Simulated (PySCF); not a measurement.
Consider `C=[CH][AlH][Br]` (C2H4AlBr). Coordinates in Å; atoms count from 1 in this order:
```
C    -1.3112    0.3340    0.3651
C    -0.4704   -0.5828   -0.1443
Al    1.4223   -0.2374   -0.3606
Br    2.1286    1.8256    0.2731
H    -0.9656    1.3270    0.6786
H    -2.3839    0.1419    0.4949
H    -0.9040   -1.5514   -0.4329
H     2.5057   -1.2391   -0.9211
```

Energies: PBE0-D3(BJ)/ma-def2-TZVP (PySCF, density fitting, integration grid level 2) on PBE0-D3(BJ)/ma-def2-SVP structures. The prefix ma- adds one diffuse s and one diffuse p function on all atoms but H. Zero-point and thermal terms (298.15 K, 1 bar) come from unscaled PBE0-D3(BJ)/ma-def2-SVP harmonic frequencies, with soft modes damped to free rotors in the entropy.

(1) What are the vertical and the adiabatic ionisation energy for forming the radical cation?

(2) Where does the unpaired spin of the relaxed radical cation sit?

(3) What are the vertical and the adiabatic electron affinity for forming the radical anion?

(4) Where does the unpaired spin of the relaxed radical anion sit?

(5) How far is −ε(HOMO) from the vertical value by ΔSCF?

Results:

(1) 10.10 eV vertical and 9.37 eV adiabatic, the latter with zero-point energy.

(2) C2 (alkene carbon) 0.46, C1 (alkene carbon) 0.25, Br4 (bromine) 0.24 (intrinsic atomic orbital populations).

(3) 0.36 eV vertical and 0.78 eV adiabatic, the latter with zero-point energy.

(4) Al3 (aluminium) 0.85, C1 (alkene carbon) 0.12 (intrinsic atomic orbital populations).

(5) −ε(HOMO) = 8.16 eV, which is 1.94 eV below the ΔSCF value.

Note: spin-orbit coupling is left out of the energies, which matters for open shells on the heavier atoms; atoms from Ga to Kr are treated without relativity.
